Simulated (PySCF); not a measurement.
Correlation energy of Pb⁵²⁺ (lead, charge +52)

Starting occupation: [Ar] 3d10 4s2. Computed with PySCF 2.14 in an uncontracted even-tempered set (18 s from 3.4 bohr⁻², ratio 2.6; 15 p from 4.4 bohr⁻², ratio 2.6; 10 d from 4.4 bohr⁻², ratio 2.6; 6 f from 4.6 bohr⁻², ratio 2.8), with X2C-1e with screened-nucleus spin-orbit coupling, Gaussian nucleus. Frozen: [Ar]; 12 electrons correlated; the 92 highest virtual spinors left out.

MP2 pair energies summed by pair of shells (mhartree):

```json
{"pair": "3d3/2-3d5/2", "energy": "-190.25", "share (%)": "35.0"}
{"pair": "3d5/2-3d5/2", "energy": "-134.41", "share (%)": "24.7"}
{"pair": "4s1/2-4s1/2", "energy": "-65.43", "share (%)": "12.0"}
{"pair": "3d3/2-3d3/2", "energy": "-58.05", "share (%)": "10.7"}
{"pair": "3d5/2-4s1/2", "energy": "-58.04", "share (%)": "10.7"}
{"pair": "3d3/2-4s1/2", "energy": "-37.26", "share (%)": "6.9"}
```

Total MP2 correlation energy: -543.44 mhartree.

The virtual space was cut to 68 spinors, which keep -523.15 of the -543.44 mhartree of MP2 correlation.

| level | correlation energy (mhartree) |
| --- | --- |
| CCSD | -525.32 |
| (T) | -0.58 |
| CCSD(T) | -525.90 |

Diagnostics: T1 = 0.00011, largest double amplitude 0.062.

Task: Is a single reference adequate?

Result: Yes: T1 lies below 0.03 and no double amplitude reaches 0.07.

The coupled-cluster values are those of the cut space; adding the MP2 remainder, -20.29 mhartree, estimates the full space.

At this charge the one-electron X2C treatment keeps the bare 1/r₁₂, with no two-electron picture change or Breit term. The effect here is smaller than on the frozen 1s shell.
